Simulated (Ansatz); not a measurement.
Frontier orbitals of C₂H₇GeNSi, SMILES `[GeH3][NH]C1=C[SiH2]1`.

Cartesian coordinates in Å:
```
Ge 0.440 -0.463 2.104
N -0.015 0.708 0.747
C -0.154 0.325 -0.540
C -0.053 -0.807 -1.262
Si -0.497 0.584 -2.303
H 1.809 -1.088 1.794
H 0.487 0.384 3.382
H -0.627 -1.565 2.199
H -0.170 1.681 0.947
H 0.182 -1.846 -1.074
H 0.477 1.273 -3.192
H -1.879 0.814 -2.801
```

Charge 0, multiplicity 1. Correlated methods include outer-core shells of Ge, which these sets cover unevenly. Scalar relativity is left out up to krypton. The geometry is a stationary point of PBE0-D4/def2-TZVP. It is one conformer, not always the lowest. Basis def2-TZVPP, the Gaussian-basis code of Ansatz.

Orbital energies of one run (eV). Highest occupied ones, from the top: -6.00, -6.94, -8.37, -8.58, -9.49, -9.54, -10.56, -11.55, -12.43, -14.16, -15.07, -15.95, -21.07, -24.94. Empty: -0.27, 0.08, 0.31, 0.64, 0.95, 1.48.

(1) Which functional gave them?
A. LC-ωPBE
B. LDA (SPW92)
C. HSE06 (plane-wave form)
D. ωB97X-V

## Answers

(1) C. HOMO energies: HSE06 -6.00, LC-ωPBE -8.94, LDA (SPW92) -5.47, ωB97X-V -8.60 eV.

LC-ωPBE has ω = 0.4 bohr⁻¹.
